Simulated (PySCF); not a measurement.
# How exact exchange moves a shielding

Molecule: Methyltrichlorosilane (C[Si](Cl)(Cl)Cl, CH3Cl3Si).

Geometry (Å), atoms numbered from 1 in this order:
```xyz
8

C    -0.9978   -0.3168    0.0912
Si    0.7534    0.2430   -0.0798
Cl    1.6709   -0.7253   -1.6387
Cl    0.8481    2.2629   -0.4367
Cl    1.8084   -0.1503    1.6358
H    -1.0352   -1.4127    0.1814
H    -1.4500    0.1302    0.9889
H    -1.5798   -0.0122   -0.7912
```

GIAO shieldings (ppm, equivalent atoms averaged) in PySCF on the PBE0-D3(BJ)/def2-SVP geometry, basis pcSseg-2, gas phase, non-relativistic:

| functional | exact exchange (%) | σ(C1) | σ(Si2) | σ(Cl3/Cl4/Cl5) |
| --- | --- | --- | --- | --- |
| BLYP | 0 | 162.2 | 276.4 | 758.8 |
| BP86 | 0 | 166.5 | 287.8 | 763.8 |
| PBE | 0 | 166.7 | 289.4 | 764.3 |
| B3LYP | 20 | 167.5 | 291.9 | 787.3 |
| mPW1PW91 | 25 | 172.2 | 307.0 | 800.9 |
| BHandHLYP | 50 | 173.8 | 316.2 | 824.9 |
| HF | 100 | 183.1 | 361.7 | 881.6 |

**Question.** Fit each shielding as a line in the percentage of exact exchange.

**Answer.** σ(C1) = 165.3 + 0.18 x (rms 1.7 ppm); σ(Si2) = 283.2 + 0.76 x (rms 5.4 ppm); σ(Cl3/Cl4/Cl5) = 764.0 + 1.20 x (rms 3.4 ppm). The functionals also differ in their semilocal parts, which the line can't hold; Hartree–Fock has no correlation at all.

**Question.** What does the line predict for PBE0 (25 %), and what does the run give?

**Answer.** σ(C1): 169.8 predicted, 172.8 computed; σ(Si2): 302.2 predicted, 308.3 computed; σ(Cl3/Cl4/Cl5): 794.0 predicted, 800.8 computed ppm.
